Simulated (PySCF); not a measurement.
Simulation results for Al$_{2}$BH$_{4}$O, AlB$_{2}$ClH$_{4}$, AlB$_{2}$H$_{5}$O

Computed with PySCF 2.14.0. Calculation on a computer-drawn molecule: the log of a Hartree-Fock and frozen-core CCSD(T) single point meant for a local Hartree-Fock minimum, with one planted fault or none, to be diagnosed. Offsets are logged minus clean, where the clean run is the same molecule without the fault. The reference is restricted for singlets and unrestricted otherwise, and also for a bond in bohr or an excited solution. Adding or removing an electron swaps singlet and doublet. The excited solution moves the top pair (singlet) or top alpha electron (doublet) to the lowest empty orbital. Highest occupied and lowest empty are orbital energies over both spins, largest force is the largest gradient component, triples share is (T) over the correlation energy, the T1 limit is 0.02 restricted and 0.045 unrestricted, electrons count all cores, a negative frequency is imaginary (commonest isotopes), and the dipole is about the centre of nuclear charge.

Common to all runs: meant charge 0; meant basis cc-pV(D+d)Z; logged SCF converged yes; logged CC converged yes; logged SCF stable within its kind yes; possible faults no fault, one electron removed, one electron added, multiplicity raised by two, geometry at a saddle point, SCF held on an excited solution, minimal basis STO-3G, one bond length entered in bohr, all coordinates scaled.

(1) 
```xyz
8
formula=Al2BH4O meant_multiplicity=2 logged_electrons=43 logged_basis_functions=94 logged_spin_squared=0.82 logged_highest_occupied=-6.9544 logged_lowest_empty=0.62972 logged_largest_force=2.162e-05 logged_lowest_frequency=56.249 logged_T1_diagnostic=0.026274 logged_D1_diagnostic=0.09893 logged_triples_share=0.024925 logged_dipole_magnitude=1.2684 logged_energy_HF=-585.7007 logged_energy_CCSD(T)=-586.13285 planted_fault=no_fault HF_energy_offset_from_clean_run=0 CCSD(T)_energy_offset_from_clean_run=0
B      1.0062    -0.7710    -0.7418
Al     3.0076    -1.5313    -0.5830
Al     5.0102    -0.0890     0.4047
O      5.6348     0.0041     1.9757
H      0.7231     0.1913    -1.4095
H      0.0891    -1.2574    -0.1294
H      3.4619    -2.7947    -1.4408
H      5.4088    -0.4216     2.7855
```

Units: logged_highest_occupied, logged_lowest_empty in eV; logged_largest_force in hartree/bohr; logged_lowest_frequency in cm⁻¹; logged_dipole_magnitude in debye; logged_energy_HF, logged_energy_CCSD(T) in hartree; HF_energy_offset_from_clean_run, CCSD(T)_energy_offset_from_clean_run in kcal/mol.

Drawn bonds:
```csv
atom,other atom,order
1,2,1
2,3,1
3,4,1
1,5,1
1,6,1
2,7,1
4,8,1
```

(2) 
```xyz
8
formula=AlB2ClH4 meant_multiplicity=1 logged_electrons=44 logged_basis_functions=94 logged_spin_squared=0 logged_highest_occupied=-9.6324 logged_lowest_empty=1.0938 logged_largest_force=0.024529 logged_T1_diagnostic=0.014626 logged_D1_diagnostic=0.047167 logged_triples_share=0.025705 logged_dipole_magnitude=1.0753 logged_energy_HF=-753.08476 logged_energy_CCSD(T)=-753.51294 planted_fault=all_coordinates_scaled,by_-3.1_% HF_energy_offset_from_clean_run=3.876 CCSD(T)_energy_offset_from_clean_run=4.021
B     -2.9133    -1.7077    -0.0429
Al    -1.1671    -0.5734     0.0422
B     -0.3331     0.0948     1.8420
Cl    -0.8777     1.6069     2.4818
H     -3.9739    -1.2259    -0.1123
H     -2.9045    -2.8751    -0.0269
H     -0.4476    -0.1771    -1.2626
H      0.4738    -0.4176     2.5021
```

Units: logged_highest_occupied, logged_lowest_empty in eV; logged_largest_force in hartree/bohr; logged_dipole_magnitude in debye; logged_energy_HF, logged_energy_CCSD(T) in hartree; HF_energy_offset_from_clean_run, CCSD(T)_energy_offset_from_clean_run in kcal/mol.

Drawn bonds:
```csv
atom,other atom,order
1,2,1
2,3,1
3,4,1
1,5,1
1,6,1
2,7,1
3,8,1
```

(3) 
```xyz
9
formula=AlB2H5O meant_multiplicity=1 logged_electrons=37 logged_basis_functions=90 logged_spin_squared=0.7682 logged_highest_occupied=-0.20475 logged_lowest_empty=6.0161 logged_largest_force=0.029065 logged_T1_diagnostic=0.018735 logged_D1_diagnostic=0.064421 logged_triples_share=0.026466 logged_dipole_magnitude=1.6476 logged_energy_HF=-369.03058 logged_energy_CCSD(T)=-369.52295 planted_fault=one_electron_added HF_energy_offset_from_clean_run=6.312 CCSD(T)_energy_offset_from_clean_run=-4.231
B     -0.5254    -0.3236    -1.3288
Al    -0.1925     1.4726    -0.1935
B     -1.7662     2.6920     0.7340
O     -1.5041     3.8177     1.4397
H     -0.5524    -1.4191    -0.8254
H     -0.7001    -0.3193    -2.5219
H      1.3197     1.9664    -0.0050
H     -2.9436     2.4281     0.6667
H     -0.5874     4.0382     1.5019
```

Units: logged_highest_occupied, logged_lowest_empty in eV; logged_largest_force in hartree/bohr; logged_dipole_magnitude in debye; logged_energy_HF, logged_energy_CCSD(T) in hartree; HF_energy_offset_from_clean_run, CCSD(T)_energy_offset_from_clean_run in kcal/mol.

Drawn bonds:
```csv
atom,other atom,order
1,2,1
2,3,1
3,4,1
1,5,1
1,6,1
2,7,1
3,8,1
4,9,1
```

(4) 
```xyz
9
formula=AlB2H5O meant_multiplicity=1 logged_electrons=35 logged_basis_functions=90 logged_spin_squared=0.8117 logged_highest_occupied=-15.213 logged_lowest_empty=-7.1711 logged_largest_force=0.071963 logged_T1_diagnostic=0.024551 logged_D1_diagnostic=0.087515 logged_triples_share=0.028287 logged_dipole_magnitude=1.2345 logged_energy_HF=-368.73797 logged_energy_CCSD(T)=-369.1957 planted_fault=one_electron_removed HF_energy_offset_from_clean_run=189.9 CCSD(T)_energy_offset_from_clean_run=201.1
B     -0.5254    -0.3236    -1.3288
Al    -0.1925     1.4726    -0.1935
B     -1.7662     2.6920     0.7340
O     -1.5041     3.8177     1.4397
H     -0.5524    -1.4191    -0.8254
H     -0.7001    -0.3193    -2.5219
H      1.3197     1.9664    -0.0050
H     -2.9436     2.4281     0.6667
H     -0.5874     4.0382     1.5019
```

Units: logged_highest_occupied, logged_lowest_empty in eV; logged_largest_force in hartree/bohr; logged_dipole_magnitude in debye; logged_energy_HF, logged_energy_CCSD(T) in hartree; HF_energy_offset_from_clean_run, CCSD(T)_energy_offset_from_clean_run in kcal/mol.

Drawn bonds:
```csv
atom,other atom,order
1,2,1
2,3,1
3,4,1
1,5,1
1,6,1
2,7,1
3,8,1
4,9,1
```
